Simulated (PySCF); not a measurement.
Si(H)(OH) (H₂OSi), SMILES O[SiH] (connectivity only; charge and spin as stated), neutral, multiplicity 1. Atoms are numbered in the order given.

```xyz
4

Si     0.1007     0.6300     0.0000
H     -1.4326     0.8430     0.0000
O      0.0962    -1.0225     0.0000
H     -0.7461    -1.4832     0.0000
```
Charge 0, spin multiplicity 1.

The structure is a stationary point at PBE0-D3(BJ)/def2-TZVP.

Calculation: PySCF with B3LYP/pcSseg-2.

GIAO shieldings, no solvent; atoms alike by connectivity are averaged. δ = σ(ref) − σ: ²⁹Si against TMS (σ = 325.2 ppm); ¹H against TMS (σ = 31.68 ppm); ¹⁷O against H2O (σ = 325.5 ppm), references at their B3LYP-D3(BJ)/def2-TZVP geometries, non-relativistic.

Problem. Estimate the chemical shifts. (An estimate is asked for; the answer gives what the named calculation found.)

Solution. 
| nucleus | atoms | count | δ (ppm) |
|---|---|---|---|
| ²⁹Si | Si1 | 1 | 389.8 |
| ¹H | H2 | 1 | 9.13 |
| ¹H | H4 | 1 | 8.08 |
| ¹⁷O | O3 | 1 | 260.5 |
